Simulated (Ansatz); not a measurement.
Stepwise reaction of `[NH]=[W](=[NH])([Cl])[Cl]` with water, as a gas-phase model of exchange steps in deposition or etching. ΔE in kJ/mol; ΔG adds harmonic PBE0-D4 terms to CCSD(T)/CBS, at 1 bar.

Calculated with Ansatz (gas phase, PBE0-D4/def2-TZVP geometries, no zero-point term in ΔE). CCSD(T)/CBS adds triple-zeta CCSD(T) − MP2 to the extrapolated MP2 energy (def2 sets, frozen cores). This one scheme is used for every species. Functionals use def2-TZVPP. B3LYP here is the variant with VWN-RPA as its local correlation; programs differ in this. Elements past krypton have def2 core potentials. For W outer-core shells are correlated without core-valence functions, which leaves a few kJ/mol of doubt a bond. Each species was taken in one conformer, which may not be the lowest.

```csv
step,reaction,PBE-D4,B3LYP-D4,ωB97M-V,CCSD(T)/CBS,ΔG(600 K)
2,`[NH]=[W](=[NH])([OH])[Cl]` + H₂O → `[NH]=[W](=[NH])([OH])[OH]` + HCl,36.9,35.4,34.0,42.2,41.1
```

(1) Give the row of step 1, `[NH]=[W](=[NH])([Cl])[Cl]` + H₂O → `[NH]=[W](=[NH])([OH])[Cl]` + HCl. (An estimate is asked.)

(2) By hand: ΔE of the 2 steps together at CCSD(T)/CBS.

Results:

(1) Ansatz gave: 
| step | reaction | PBE-D4 | B3LYP-D4 | ωB97M-V | CCSD(T)/CBS | ΔG(600 K) |
| --- | --- | --- | --- | --- | --- | --- |
| 1 | `[NH]=[W](=[NH])([Cl])[Cl]` + H₂O → `[NH]=[W](=[NH])([OH])[Cl]` + HCl | 31.9 | 30.6 | 28.7 | 37.9 | 30.4 |

(2) (37.9) + (42.2) = 80.1 kJ/mol, or 40.0 kJ/mol a step.

In ΔE the steps differ by no more than 4.3 kJ/mol. All are uphill at CCSD(T)/CBS. ΔG lies between 30.4 and 41.1 kJ/mol a step. PBE-D4 differs from CCSD(T)/CBS by -6.0 to -5.3 kJ/mol a step. Isolated molecules leave out the surface, adducts and barriers. Largest T1 diagnostic: 0.020.
